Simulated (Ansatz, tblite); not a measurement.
Cost and result up the ladder for `CCCCCCCCCCB(O)O` (36 atoms). The state is a singlet with charge 0. Geometry: PBE-D4/def2-SVP.

Ansatz on 4 threads of Arm Neoverse N1 on a shared host; xTB runs through tblite on one thread. Times are rough, summed over both states, and most runs start from the orbitals of an earlier one. PBE0-D4/def2-TZVP serves as the yardstick here, not as an exact answer. The other state is a triplet.

The xTB rows come from tblite.

xTB has no spin-polarisation term.

```json
{"level": "PBE-D4/def2-TZVP (with forces)", "functions": "541", "vertical triplet (eV)": "6.77", "difference from PBE0-D4/def2-TZVP (eV)": "-0.76"}
{"level": "PBE0-D4/def2-TZVP", "functions": "541", "vertical triplet (eV)": "7.53", "difference from PBE0-D4/def2-TZVP (eV)": "0.00"}
{"level": "GFN2-xTB", "functions": "75", "vertical triplet (eV)": "7.77", "difference from PBE0-D4/def2-TZVP (eV)": "0.24"}
{"level": "GFN1-xTB", "functions": "98", "vertical triplet (eV)": "8.14", "difference from PBE0-D4/def2-TZVP (eV)": "0.61"}
```

Problem. Estimate how long each takes.

Solution. GFN2-xTB 0.068 s; GFN1-xTB 0.13 s; PBE-D4/def2-TZVP (with forces) 84 s; PBE0-D4/def2-TZVP 4.2 min. On shared hardware such times vary by a factor of up to 3.
